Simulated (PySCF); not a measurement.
# Exact mass, isotope pattern and composition

Species: Al2H4O4S.

All values are calculated from tables of isotopes.

Q: Molar mass and exact mass?

A: For Al2H4O4S, with standard atomic weights, 2 × 26.982 + 4 × 15.999 + 1 × 32.060 + 4 × 1.008 = 154.052 g/mol. From the most abundant isotopes (27Al, 16O, 32S, 1H), 2 × 26.981539 + 4 × 15.994915 + 1 × 31.972071 + 4 × 1.007825 = 153.9461 u.

Q: What cluster does the molecular ion M+• show when like nominal masses merge?

A: 
| nominal mass | m/z (centroid) | relative intensity |
| --- | --- | --- |
| 154 | 153.9456 | 100.0 |
| 155 | 154.9460 | 1.0 |
| 156 | 155.9427 | 5.3 |

Cut off at 0.1 %. One electron mass, 0.00055 u, is taken off. Abundances used (%; other tables differ somewhat): 16O 99.757, 17O 0.038, 18O 0.205; 32S 94.93, 33S 0.76, 34S 4.29, 36S 0.02; 1H 99.9885, 2H 0.0115.

Q: Which singly substituted isotopologues are there?

A: Intensity in % of the monoisotopic species:

| isotope | mass shift (u) | m/z | intensity (%) |
| --- | --- | --- | --- |
| 33S | +0.99939 | 154.9449 | 0.80 |
| 17O | +1.00422 | 154.9498 | 0.15 |
| 2H | +1.00628 | 154.9518 | 0.05 |
| 34S | +1.99580 | 155.9414 | 4.52 |
| 18O | +2.00425 | 155.9498 | 0.82 |
| 36S | +3.99501 | 157.9406 | 0.02 |

Species under 0.02 % are left out.

Q: Protons, neutrons, electrons, and exact less nominal mass of the monoisotopic species?

A: 78 protons, 76 neutrons and 78 electrons; 153.9461 − 154 = -0.0539 u.

Q: What resolving power m/Δm just matches the spacing of the species with one 34S and with one 18O?

A: They lie 0.00845 u apart at mass 155.94, so m/Δm is about 18000.

Q: What share of all molecules is the monoisotopic species?

A: 1^2 × 0.99757^4 × 0.9493 × 0.999885^4 = 93.97 %.
